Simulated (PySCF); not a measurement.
**Fractional electron number in Tm⁺ (thulium, charge +1)**

The 6s alpha orbital of [Xe] 4f13 6s1 is emptied in steps (occupation f), with all orbitals relaxed, ending at [Xe] 4f13. Computed with PySCF 2.14 in def2-SVP with the def2 core potential (28 electrons) (10s7p4d3f1g, 81 functions), with scalar relativity through the core potential. The exact energy is a straight line in f; departures are measured from the line between the end points of the same method.

```
  f  UHF (eV)
  1     0.000
0.8     0.005
0.6     0.007
0.4     0.007
0.2     0.004
  0     0.000
```

| method | E(f=0) − E(f=1) (eV) | −ε at f=1 (eV) | −ε at f=0.4 (eV) |
| --- | --- | --- | --- |
| UHF | 11.060 | 11.090 | 11.054 |

Orbital energy along the path (eV):

```csv
f,UHF
1,-11.090
0.8,-11.078
0.6,-11.066
0.4,-11.054
0.2,-11.043
0,-11.033
```

Reference removal energy between the ground levels: 12.065 ± 0.02 eV (semi-empirical (NIST evaluation); NIST Atomic Spectra Database, ionization energies). The calculation has no spin-orbit coupling. UHF lacks correlation.
